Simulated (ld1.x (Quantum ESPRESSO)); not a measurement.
## hafnium (Hf): variants of one PAW potential

Base potential:

```
Element                 : Hf
Generator               : ld1.x (Quantum ESPRESSO) 7.5
Type                    : PAW
Functional              : PBE
Relativity              : scalar-relativistic
Frozen core             : [Xe] 4f14
Valence charge          : 4
Reference configuration : 5d3 6s1 6p0
Partial waves           : 6s (bound): rcut 2.80, rcutus 3.20 bohr; 6s channel at 3.2 Ry: rcut 2.80, rcutus 3.20 bohr; 6p (bound, empty): rcut 3.10, rcutus 4.30 bohr; 6p channel at 1.2 Ry: rcut 3.10, rcutus 4.30 bohr; 5d (bound): rcut 2.00, rcutus 2.35 bohr; 5d channel at 2.15 Ry: rcut 2.00, rcutus 2.35 bohr
Local potential         : all-electron potential smoothed inside 2.45 bohr (lloc = -2)
Core correction         : Bessel-smoothed model core inside 1.40 bohr
Augmentation charge     : PSQ, inside the norm-conserving radii
```

All-electron outer shells of the reference configuration (PBE, scalar-relativistic, ld1.x):

```
shell  level (eV)  outermost node (bohr)  outermost maximum (bohr)
   5p      -34.30                   0.60                      1.16
   4f      -15.47                      –                      0.45
   6s       -4.74                   1.37                      2.96
   5d       -1.99                   0.67                      1.73
   6p       -1.28                   1.67                      4.26
```

Cutoffs, loose and tight: the cutoffs (Ry, on a coarse ladder) from which the occupation-weighted sum of valence levels, in a spherical-Bessel basis at the reference potential, stays within 10 and 1 mRy of its value at 400 Ry. They do not see the model core or the augmentation charge, which bear on the density cutoff. Test errors are all-electron minus pseudo excitation energies from the reference, over the configurations 5d2 6s2 6p0; 5d2 6s1 6p0; 5d2 6s0 6p0; 5d2 6s0 6p2; 5d2 6s1.5 6p0; 5d1 6s2 6p1; 5d1 6s2 6p0. A dash means not determined; rows that change the core or the reference have their own tests.

| change | outcome | cutoff, loose | cutoff, tight | bound ghosts | largest test error (meV) |
| --- | --- | --- | --- | --- | --- |
| base | generated | 15 Ry | 21 Ry | none | -119 |
| all radii but the core radius scaled by about 0.77 (s 2.46, p 3.32, d 1.82 bohr, rcut 2.16/2.38/1.54); local potential all-electron potential smoothed inside 1.88 bohr (lloc = -2) | failed: new_paw_hamiltonian: negative rho | – | – | – | – |
| all radii but the core radius scaled by about 0.86 (s 2.74, p 3.70, d 2.02 bohr, rcut 2.40/2.66/1.72); local potential all-electron potential smoothed inside 2.10 bohr (lloc = -2) | failed: run_pseudo: Errors in PS-KS equation | – | – | – | – |
| all radii but the core radius scaled by about 0.93 (s 2.98, p 4.00, d 2.18 bohr, rcut 2.60/2.88/1.86); local potential all-electron potential smoothed inside 2.28 bohr (lloc = -2) | generated | 18 Ry | 25 Ry | none | -121 |
| all radii but the core radius scaled by about 1.09 (s 3.48, p 4.68, d 2.56 bohr, rcut 3.04/3.38/2.18); local potential all-electron potential smoothed inside 2.66 bohr (lloc = -2) | failed: new_paw_hamiltonian: negative rho | – | – | – | – |
| all radii but the core radius scaled by about 1.13 (s 3.62, p 4.88, d 2.66 bohr, rcut 3.18/3.52/2.26); local potential all-electron potential smoothed inside 2.78 bohr (lloc = -2) | failed: new_paw_hamiltonian: negative rho | – | – | – | – |
| all radii but the core radius scaled by about 1.22 (s 3.92, p 5.26, d 2.88 bohr, rcut 3.42/3.80/2.44); local potential all-electron potential smoothed inside 3.00 bohr (lloc = -2) | failed: new_paw_hamiltonian: negative rho | – | – | – | – |
| all radii but the core radius scaled by about 1.32 (s 4.22, p 5.68, d 3.10 bohr, rcut 3.70/4.10/2.64); local potential all-electron potential smoothed inside 3.24 bohr (lloc = -2) | generated | 10 Ry | 12 Ry | none | -115 |
| all radii but the core radius scaled by about 1.39 (s 4.44, p 5.98, d 3.26 bohr, rcut 3.90/4.30/2.78); local potential all-electron potential smoothed inside 3.40 bohr (lloc = -2) | failed: run_pseudo: Errors in PS-KS equation | – | – | – | – |

Reading the sweep of the scale of all radii but the core radius (base = 1) (base included, trends over the rows without a ghost): The generation fails at 0.77, 0.86, 1.09, 1.13, 1.22, 1.39.
